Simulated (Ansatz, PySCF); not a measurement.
Reaction R1 + R2 → P1, each structure at its B3LYP-D3(BJ)/def2-TZVP stationary point, reached from a drawn start (curvature not checked).
P1, Cl4Ge (SMILES [Cl][Ge]([Cl])([Cl])[Cl]) (charge 0, multiplicity 1):
```json
[
 {"atom": "Ge", "x (Å)": "0.0000", "y (Å)": "0.0000", "z (Å)": "0.0000"},
 {"atom": "Cl", "x (Å)": "1.2319", "y (Å)": "1.2319", "z (Å)": "1.2319"},
 {"atom": "Cl", "x (Å)": "1.2319", "y (Å)": "-1.2319", "z (Å)": "-1.2319"},
 {"atom": "Cl", "x (Å)": "-1.2319", "y (Å)": "1.2319", "z (Å)": "-1.2319"},
 {"atom": "Cl", "x (Å)": "-1.2319", "y (Å)": "-1.2319", "z (Å)": "1.2319"}
]
```
R1, Cl2Ge (SMILES [Cl][Ge][Cl]) (charge 0, multiplicity 1):
| atom | x (Å) | y (Å) | z (Å) |
|---|---|---|---|
| Ge | 0.0000 | 0.0000 | -0.9409 |
| Cl | 1.6936 | 0.0000 | 0.4705 |
| Cl | -1.6936 | 0.0000 | 0.4705 |
R2: Cl2 (SMILES ClCl), charge 0, multiplicity 1.

```tsv
level	reaction energy (eV)	minus CCSD(T)/def2-QZVPP
HF/def2-QZVPP	-3.711	0.053
BLYP-D3(BJ)/def2-TZVPP	-2.982	0.782
BLYP-D4/def2-TZVPP	-2.996	0.769
revPBE/def2-TZVPP	-3.000	0.764
B3LYP-D3(BJ)/def2-TZVPP	-3.303	0.461
CAM-B3LYP-D3(BJ)/def2-TZVPP	-3.500	0.264
B2PLYP/def2-TZVPP	-3.483	0.281
B2PLYP-D3(BJ)/def2-TZVPP	-3.592	0.173
B2PLYP-D4/def2-TZVPP	-3.574	0.190
MP2/def2-TZVPP	-4.094	-0.330
SCS-MP2/def2-TZVPP	-3.890	-0.126
CCSD/def2-QZVPP	-3.771	-0.007
CCSD(T)/def2-SVP	-3.876	-0.112
CCSD(T)/def2-QZVPP	-3.764	0.000
```

 The comparison column counts from a level with limits of its own.

P less R. No zero-point or thermal terms; no spin–orbit coupling.

Cores are frozen in the correlated methods. In cc and def2 sets filled d and f shells under p-block atoms count as core.

The values were computed with Ansatz (Gaussian basis) for Hartree–Fock, density functionals and correlated methods; PySCF for the D3/D4 terms. Each number belongs to the level named beside it.

Ansatz is a first-principles code.
